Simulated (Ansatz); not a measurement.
Relaxation of C₂H₅ClF₂Si (11 atoms, charge 0, multiplicity 1), to a largest force component of 0.015 eV/Å in at most 40 steps.

Level of theory: Ansatz 0.2.0, RKS PBE0-D4/STO-3G.

```xyz
11
Properties=species:S:1:pos:R:3:forces:R:3
F -1.292 0.642 1.038 -4.84 3.11 1.61
C -0.179 0.091 0.627 4.06 -2.07 -0.12
Si -0.623 -1.305 -0.528 -1.53 -1.93 0.04
C 0.827 1.145 0.007 -5.45 0.65 -0.80
F 0.159 1.719 -1.077 0.27 0.13 -0.30
Cl 1.182 2.415 1.188 0.83 1.61 1.71
H 0.316 -0.317 1.534 0.78 -0.39 -0.03
H -1.442 -0.828 -1.615 0.22 0.14 -0.11
H 0.530 -2.004 -0.995 0.38 -0.17 -0.21
H -1.508 -2.246 0.249 1.03 0.89 -0.66
H 1.680 0.688 -0.317 4.25 -1.97 -1.13
```

Problem. Where does it end, and by what steps?

Solution. It converged. The force dipped under the threshold on the way, but the program's further checks kept it going. Limits of this set-up: minimal basis. After 11 steps the energy has fallen by 0.851 eV; F5 moved furthest, 0.22 Å.

```tsv
step	energy less start (eV)	largest force component (eV/Å)	accepted
0	0.0000	5.450	yes
1	-0.7674	1.267	yes
2	-0.8403	0.615	yes
3	-0.8473	0.138	yes
4	-0.8488	0.037	yes
5	-0.8493	0.024	yes
6	-0.8502	0.041	yes
7	-0.8505	0.030	yes
8	-0.8507	0.008	yes
9	-0.8508	0.016	yes
10	-0.8509	0.028	yes
11	-0.8509	0.005	yes
```

```xyz
11
Properties=species:S:1:pos:R:3
F -1.332 0.756 1.207
C -0.218 0.083 0.684
Si -0.693 -1.317 -0.535
C 0.767 1.098 -0.028
F 0.271 1.593 -1.211
Cl 1.111 2.516 1.150
H 0.378 -0.355 1.518
H -1.497 -0.782 -1.607
H 0.525 -1.880 -1.066
H -1.429 -2.328 0.183
H 1.766 0.618 -0.183
```

Whether the end is a true minimum wasn't checked by a vibrational analysis.

The run took 42 s on 1 thread of Arm Neoverse V1 (shared host), peak memory 0.15 GiB.
